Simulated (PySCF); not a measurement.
# SI⁺: energy against distance

Set-up: PySCF, scalar-relativistic core potentials, basis sets S cc-pV(D+d)Z, I cc-pVDZ-PP with ECP28. Energies in eV from S⁺ + I in their ground configurations at the same level. All curves are PBE0. state 1: ³Σ⁻ (triplet), unpaired electrons π ↑↑; state 2: Ms = 0 determinant of mixed spin (⟨S²⟩ near 1.0), unpaired electrons π ↑↓, a mixture of terms (⟨Lz²⟩ = 2.0), a second solution, started from another occupation; state 3: ⁵Π (quintet), unpaired electrons σ ↑, π ↑↑↑, a second solution, started from another occupation.

```tsv
R (Å)	state 1	state 2	state 3
1.927	-2.070	-1.814	6.029
2.017	-3.013	-2.756	3.972
2.107	-3.511	-3.253	2.436
2.174	-3.678	-3.418	1.544
2.241	-3.718	-3.456	0.831
2.308	-3.663	-3.398	0.260
2.398	-3.488	-3.219	-0.323
2.510	-3.169	-2.890	-0.833
2.644	-2.716	-2.421	-1.216
2.824	-2.108	-1.771	-1.473
```

**Question.** Put a parabola through the three lowest points of the state 1 curve and estimate Re, k and ωe (reduced mass 25.54 u; 1 eV/Å² = 0.16022 mdyn/Å; ωe = 1302.8·√(k/μ) cm⁻¹).

**Answer.** Through R = 2.174, 2.241, 2.308 Å the second-order coefficient is 10.6 eV/Å², so Re ≈ 2.236 Å, k ≈ 3.39 mdyn/Å and ωe ≈ 475 cm⁻¹. A polynomial fit of higher order to the unrounded PBE0 energies gives Re = 2.232 Å, k = 3.45 mdyn/Å, ωe = 479 cm⁻¹; anharmonicity and rounding make the difference.

The higher-order fit for each curve: state 1: Re = 2.232 Å, ωe = 479 cm⁻¹, De = 3.72 eV; state 2: Re = 2.231 Å, ωe = 482 cm⁻¹, minimum 3.46 eV below the ground-state fragments; state 3: Re = 3.057 Å, ωe = 159 cm⁻¹, minimum 1.56 eV below the ground-state fragments.

Spin–orbit coupling is left out, which matters for elements this heavy, above all for dissociation energies. For an ion De counts to the pair picked by the measured ionisation energies or electron affinities, which need not be the lowest pair at this level. The state is the lowest determinant that a PBE0 search found; another state may lie lower at other levels.
